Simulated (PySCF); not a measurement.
**Worked example: chemical shift, span and skew from a shielding tensor**

C2Cl3F, SMILES FC(Cl)=C(Cl)Cl. Atoms are numbered in the order given.

```xyz
6

F      1.9028    -0.6958     0.0000
C      0.5808    -0.6544     0.0000
Cl    -0.1657    -2.1995     0.0000
C     -0.0832     0.5157     0.0000
Cl    -1.8047     0.6075     0.0000
Cl     0.7874     2.0093     0.0000
```
Charge 0, spin multiplicity 1.

Geometry: B3LYP-D3(BJ)/def2-SVP.

GIAO shieldings from PBE0/pcSseg-1 run with PySCF, non-relativistic, no solvent. The symmetric part of the tensor of C2 has the principal values -51.9, 53.0, 77.1 ppm. The same nucleus in TMS has σ = 186.3 ppm at this level (PySCF, at its B3LYP-D3(BJ)/def2-TZVP geometry). Without spin–orbit terms, shifts of atoms bonded to Cl or Br come out too high.

### Question
Work out the isotropic shielding, the ¹³C shift against TMS, the span and the skew.

### Answer

σ(iso) = (σ11 + σ22 + σ33)/3 = 26.1 ppm. δ = σ(ref) − σ(iso) = 186.3 − (26.1) = 160.2 ppm.
Span Ω = σ33 − σ11 = 129.0 ppm. Skew κ = 3(σ(iso) − σ22)/Ω = -0.63. Tumbling in solution averages the tensor to δ; in a static solid the shielding alone would spread this spin-1/2 line over Ω.
